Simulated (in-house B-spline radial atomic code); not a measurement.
The numbers below are computed, except where a source is named.
**C6 from the polarisability at imaginary frequency: the lutetium ion Lu³⁺**

BP86 linear response of the closed shell [Xe] 4f14, from a B-spline radial code for spherical atoms; scalar-relativistic (spin-free one-electron X2C), finite nucleus, no spin-orbit coupling; shells from n = 3 respond.

The dispersion coefficient of two like species is C6 = (3/π) ∫ α(iu)² du from 0 to ∞.

| u (hartree) | α(iu) (bohr³) |
| --- | --- |
| 0 | 4.529 |
| 0.24 | 4.281 |
| 0.56 | 3.657 |
| 0.96 | 2.933 |
| 1.6 | 2.053 |
| 2.4 | 1.381 |
| 3.6 | 0.8595 |
| 5.6 | 0.4845 |
| 8 | 0.2959 |
| 12 | 0.164 |
| 20 | 0.07458 |
| 40 | 0.02386 |

Task: Fit one oscillator, α(iu) = α(0)/(1 + u²/ω²), through u = 2.4 and estimate C6.

Result: From α(0)/α(iu) − 1 = 4.529/1.381 − 1 = 2.2795, ω = u/√2.2795 = 1.5896 hartree (43.3 eV). London's formula gives C6 = (3/4) α(0)² ω = 0.75 × 4.529² × 1.5896 = 24.45 hartree·bohr⁶, and the oscillator holds f = α(0) ω² = 11.44 electrons, of a sum of oscillator strengths of 61.6.

Task: How does that compare with the full integral?

Result: The program's quadrature over all excitations gives C6 = 22.3, so the single oscillator is off by +9.7 %. At the last point the fit gives α = 0.00714 against 0.0239: higher excitations, and deeper shells where there are any, keep the true curve higher at large u.
